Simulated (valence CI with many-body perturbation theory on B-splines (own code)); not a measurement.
# E1 transitions of Cl IV

Method: configuration interaction combined with many-body perturbation theory (CI+MBPT): four valence electrons over a frozen Dirac-Fock core [Ne], a basis of 11 s, 11 p, 9 d, 7 f, 5 g, 2 h, 1 i functions for each j, with the one-electron correlation potential Σ1 (screened to all orders), the two-electron term Σ2, the three-electron term Σ3, Breit, model QED; selected single and double excitations, second order for the rest, scaled by the run's own slope (own B-spline code, finite nucleus).

Against 21 measured levels this calculation errs by 44 cm⁻¹ on average and by 187 at most. These come from a selection out of Moore, Atomic Energy Levels, vol. I, NSRDS-NBS 35 (1971 reprint of NBS Circular 467, 1949), an old analysis. Levels without a partner in it may be off by more. Among the levels kept, up to 320 cm⁻¹ of a level comes from second order outside the variational space, and about a tenth of that is noise between levels of different J, which matters for small intervals.

Lines 101 to 150 of 231 in falling wavelength, among levels below 272711 cm⁻¹, chosen from the strongest by gf and those to the six lowest levels. Wavelengths and rates use the calculated energies, so an error of 40 cm⁻¹ moves a line at 93.96 nm by 0.038 % and its rate by three times that or more. Electric multipoles are in the length gauge, E1 and E2 with the static RPA response of the core. Weak lines are less certain than strong ones. Lines between different terms over intervals too small for the method are left out, as are lines whose strength nearly cancels. The highest levels of a list are the least certain.

Names give the largest LS component (configuration and term), which can be under half, so a name can repeat, a term be missing and a line seem to break the LS rules; names also repeat where a configuration has a term twice. Letters in brackets count levels of one name in rising energy.

| λ vac (nm) | λ from measured levels | Upper | Lower | A (s⁻¹) | S (a.u.) with core polarisation | S without |
| --- | --- | --- | --- | --- | --- | --- |
| 93.96 | 93.91 | 3s3p³ ³P°_2 | 3s²3p² ¹D_2 | 2.49e+05 | 5.10e-04 | 5.40e-04 |
| 93.95 | 93.89 | 3s3p³ ³P°_1 | 3s²3p² ¹D_2 | 3.78e+05 | 4.64e-04 | 4.88e-04 |
| 93.94 |  | 3s3p²3d ³P_0 [b] | 3s3p³ ³S°_1 | 1.20e+08 | 4.91e-02 | 5.14e-02 |
| 86.64 |  | 3s²3p4p ¹P_1 | 3s²3p3d ¹D°_2 | 8.39e+08 | 8.07e-01 | 7.98e-01 |
| 86.58 |  | 3s²3p3d ¹D°_2 | 3s²3p² ¹D_2 | 4.41e+08 | 7.06e-01 | 7.46e-01 |
| 84.09 | 84.09 | 3s3p³ ³P°_2 | 3s²3p² ³P_2 | 4.03e+08 | 5.92e-01 | 6.20e-01 |
| 84.08 | 84.08 | 3s3p³ ³P°_1 | 3s²3p² ³P_2 | 2.04e+08 | 1.80e-01 | 1.88e-01 |
| 83.50 | 83.50 | 3s3p³ ³P°_2 | 3s²3p² ³P_1 | 1.20e+08 | 1.73e-01 | 1.81e-01 |
| 83.49 | 83.48 | 3s3p³ ³P°_1 | 3s²3p² ³P_1 | 1.54e+08 | 1.33e-01 | 1.39e-01 |
| 83.48 |  | 3s3p³ ³P°_0 | 3s²3p² ³P_1 | 5.47e+08 | 1.57e-01 | 1.65e-01 |
| 83.14 | 83.14 | 3s3p³ ³P°_1 | 3s²3p² ³P_0 | 1.81e+08 | 1.54e-01 | 1.62e-01 |
| 82.88 |  | 3s3p²3d ³P_2 [a] | 3s3p³ ³D°_3 | 6.78e+08 | 9.53e-01 | 1.00e+00 |
| 82.83 |  | 3s3p²3d ³P_2 [a] | 3s3p³ ³D°_2 | 1.23e+08 | 1.73e-01 | 1.82e-01 |
| 82.33 |  | 3s3p²3d ³P_1 [a] | 3s3p³ ³D°_2 | 6.00e+08 | 4.95e-01 | 5.21e-01 |
| 82.30 |  | 3s3p²3d ³P_1 [a] | 3s3p³ ³D°_1 | 2.02e+08 | 1.67e-01 | 1.75e-01 |
| 82.08 |  | 3s3p²3d ³P_0 [a] | 3s3p³ ³D°_1 | 7.99e+08 | 2.18e-01 | 2.29e-01 |
| 78.30 | 78.28 | 3s²3p4p ³D_2 | 3s3p³ ³P°_1 | 2.17e+07 | 2.57e-02 | 2.60e-02 |
| 78.13 |  | 3s²3p3d ¹D°_2 | 3s²3p² ³P_2 | 4.33e+03 | 5.10e-06 | 4.85e-06 |
| 78.10 |  | 3s²3p4p ¹D_2 | 3s²3p3d ¹D°_2 | 4.23e+08 | 4.97e-01 | 4.96e-01 |
| 77.72 | 77.70 | 3s²3p4p ³D_3 | 3s3p³ ³P°_2 | 3.31e+07 | 5.36e-02 | 5.41e-02 |
| 77.61 |  | 3s²3p3d ¹D°_2 | 3s²3p² ³P_1 | 1.00e+06 | 1.16e-03 | 1.20e-03 |
| 76.11 | 76.06 | 3s²3p4p ³P_1 | 3s3p³ ³P°_2 | 6.50e+07 | 4.24e-02 | 4.11e-02 |
| 75.73 | 75.68 | 3s²3p4p ³P_2 | 3s3p³ ³P°_2 | 3.10e+07 | 3.32e-02 | 3.14e-02 |
| 75.64 | 75.66 | 3s3p³ ³S°_1 | 3s²3p² ¹S_0 | 2.83e+07 | 1.81e-02 | 1.94e-02 |
| 75.16 |  | 3s²3p4p ³S_1 | 3s3p³ ³P°_0 | 9.75e+07 | 6.13e-02 | 6.05e-02 |
| 75.15 |  | 3s²3p4p ³S_1 | 3s3p³ ³P°_1 | 2.67e+08 | 1.68e-01 | 1.66e-01 |
| 75.15 |  | 3s²3p4p ³S_1 | 3s3p³ ³P°_2 | 3.64e+08 | 2.29e-01 | 2.28e-01 |
| 74.50 |  | 3s3p³ ¹P°_1 | 3s²3p² ¹S_0 | 2.74e+08 | 1.68e-01 | 1.79e-01 |
| 70.97 |  | 3s²3p3d ³F°_2 | 3s²3p² ¹D_2 | 1.74e+06 | 1.53e-03 | 1.59e-03 |
| 70.74 |  | 3s²3p3d ³F°_3 | 3s²3p² ¹D_2 | 1.09e+06 | 1.33e-03 | 1.35e-03 |
| 69.43 |  | 3s3p²3d ³F_4 | 3s3p³ ³D°_3 | 1.40e+07 | 2.07e-02 | 2.13e-02 |
| 69.05 |  | 3s²3p4p ³D_1 | 3s3p³ ³D°_2 | 4.39e+07 | 2.14e-02 | 2.11e-02 |
| 69.03 |  | 3s²3p4p ³D_1 | 3s3p³ ³D°_1 | 5.10e+07 | 2.48e-02 | 2.44e-02 |
| 68.87 |  | 3s²3p4p ³D_2 | 3s3p³ ³D°_3 | 3.57e+07 | 2.88e-02 | 2.84e-02 |
| 68.83 |  | 3s²3p4p ³D_2 | 3s3p³ ³D°_2 | 5.05e+07 | 4.06e-02 | 3.98e-02 |
| 68.43 |  | 3s²3p4p ³D_3 | 3s3p³ ³D°_3 | 8.05e+07 | 8.91e-02 | 8.74e-02 |
| 67.25 |  | 3s²3p4p ³P_0 | 3s3p³ ³D°_1 | 8.56e+08 | 1.29e-01 | 1.28e-01 |
| 67.14 |  | 3s²3p4p ³P_1 | 3s3p³ ³D°_2 | 5.96e+08 | 2.67e-01 | 2.65e-01 |
| 67.13 |  | 3s²3p4p ³P_1 | 3s3p³ ³D°_1 | 2.16e+08 | 9.65e-02 | 9.59e-02 |
| 66.94 | 66.88 | 3s²3p3d ³P°_1 | 3s²3p² ¹S_0 | 6.46e+05 | 2.87e-04 | 2.92e-04 |
| 66.88 |  | 3s²3p4p ³P_2 | 3s3p³ ³D°_3 | 7.01e+08 | 5.18e-01 | 5.14e-01 |
| 66.84 |  | 3s²3p4p ³P_2 | 3s3p³ ³D°_2 | 1.41e+08 | 1.04e-01 | 1.03e-01 |
| 66.67 |  | 3s3p²3d ³P_2 [b] | 3s3p³ ³P°_1 | 2.97e+08 | 2.17e-01 | 2.27e-01 |
| 66.67 |  | 3s3p²3d ³P_2 [b] | 3s3p³ ³P°_2 | 8.39e+08 | 6.13e-01 | 6.42e-01 |
| 66.36 |  | 3s3p²3d ³P_1 [b] | 3s3p³ ³P°_0 | 3.96e+08 | 1.72e-01 | 1.80e-01 |
| 66.36 |  | 3s3p²3d ³P_1 [b] | 3s3p³ ³P°_1 | 2.57e+08 | 1.11e-01 | 1.17e-01 |
| 66.36 |  | 3s3p²3d ³P_1 [b] | 3s3p³ ³P°_2 | 6.23e+08 | 2.70e-01 | 2.82e-01 |
| 66.19 | 66.24 | 3s3p³ ³S°_1 | 3s²3p² ¹D_2 | 6.59e+08 | 2.83e-01 | 2.94e-01 |
| 66.19 |  | 3s3p²3d ³P_0 [b] | 3s3p³ ³P°_1 | 1.30e+09 | 1.86e-01 | 1.95e-01 |
| 65.99 |  | 3s3p²3d ³P_2 [a] | 3s3p³ ⁵S°_2 | 1.13e+05 | 8.01e-05 | 8.31e-05 |
